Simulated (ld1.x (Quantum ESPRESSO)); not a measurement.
Cutoff test, tungsten, TM

| Quantity | Value |
| --- | --- |
| Element | tungsten |
| Generator | ld1.x (Quantum ESPRESSO) 7.5 |
| Type | norm-conserving Troullier–Martins (Kleinman–Bylander form) |
| Functional | PBEsol |
| Relativity | scalar-relativistic |
| Frozen core | [Xe] 4f14 |
| Valence charge | 6 |
| Reference configuration | 5d4 6s1.75 6p0.25 |
| Partial waves | 6p (bound): rc 3.15 bohr; 5d (bound): rc 2.05 bohr; 6s (bound): rc 2.10 bohr |
| Local potential | the s channel |
| Core correction | none |

The pseudo-atom Hamiltonian at the reference potential is diagonalised in spherical Bessel functions j_l(qr) that vanish at 20 bohr, with q² up to the cutoff. All-electron valence levels (Ry): 6p -0.1139, 5d -0.3592, 6s -0.4432.

Q: How do the lowest levels (Ry) of each channel move with the cutoff, and are there ghosts?

A:

```csv
cutoff (Ry),p #1,d #1,s #1,f #1,Σ f·Δε (mRy)
8,-0.1138,-0.0315,-0.4210,0.0971,1349.7
12,-0.1139,-0.1639,-0.4342,0.0971,797.1
18,-0.1139,-0.3133,-0.4408,0.0971,187.9
30,-0.1139,-0.3577,-0.4422,0.0971,7.7
40,-0.1139,-0.3592,-0.4428,0.0971,0.9
50,-0.1139,-0.3592,-0.4430,0.0971,0.5
400,-0.1139,-0.3592,-0.4432,0.0971,0.0
```

Result: no extra level below or beside the all-electron valence levels (p, d, s, f tested); 10 mRy is reached at 30 Ry and 1 mRy at 40 Ry.
